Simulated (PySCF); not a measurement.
# Highest orbital energy against ionisation energy along group 15

Calculated with PySCF 2.14, no spin-orbit coupling. Each cell gives −ε(HOMO) / ΔSCF in eV; NIST values include spin-orbit coupling, (s) semi-empirical, (t) theoretical.

```csv
species,UHF,LDA,PBE,PBE0,r2SCAN,NIST (lowest levels)
"N⁺ (def2-TZVPPD, non-relativistic)",30.380 / 29.210,21.997 / 30.052,22.020 / 29.900,24.242 / 29.912,22.795 / 30.138,29.601 (s)
"P⁺ (def2-TZVPPD, non-relativistic)",19.729 / 19.162,14.921 / 19.824,14.990 / 19.789,16.334 / 19.822,15.417 / 19.949,19.769 (s)
"As⁺ (def2-TZVPPD, non-relativistic)",18.441 / 17.971,14.078 / 18.661,14.046 / 18.511,15.315 / 18.560,14.471 / 18.718,18.589
"Sb⁺ (def2-TZVPPD with the def2 core potential (28 electrons), ECP)",16.393 / 16.006,12.621 / 16.654,12.555 / 16.466,13.683 / 16.531,12.937 / 16.652,16.626 ± 0.025
"Bi⁺ (def2-TZVPPD with the def2 core potential (60 electrons), ECP)",15.663 / 15.308,12.104 / 15.981,11.998 / 15.763,13.080 / 15.823,12.361 / 15.910,16.703
```

Task: How far is −ε(HOMO) from ΔSCF on average for each method, and why?

Result: UHF 0.59 eV; LDA -5.09 eV; PBE -4.96 eV; PBE0 -3.60 eV; r2SCAN -4.68 eV. Hartree-Fock orbital energies lack relaxation and so exceed the ΔSCF value; semilocal functionals have convex E(N) from self-interaction, so their HOMO lies far too high; exact exchange moves hybrids part of the way back.
